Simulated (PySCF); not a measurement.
Si(I)(NMe2) (C2H6INSi), SMILES CN(C)[Si]I (connectivity only; charge and spin as stated), neutral, multiplicity 1.

Coordinates come from a B3LYP-D3(BJ)/def2-SVP optimisation. The def2 effective core potentials stand for the cores of I; spin–orbit coupling is left out. The values are those of a single conformer.

Level of theory: PBE/def2-TZVP (PySCF).

Isolated molecule, no solvent.

Computed frontier levels, gap, dipole moment and polarisability:
```yaml
highest_occupied_level: -5.74 eV
lowest_empty_level: -2.55 eV
orbital_gap: 3.19 eV
dipole_moment: 3.51 D
quadrupole, principal values (traceless, Buckingham form, about the centre of nuclear charge): -3.92, -3.21, 7.12 D·Å
mean_static_polarisability: 103.2 bohr³ (15.30 Å³)
polarisability_principal_values: 69.6, 96.3, 143.8 bohr³
```
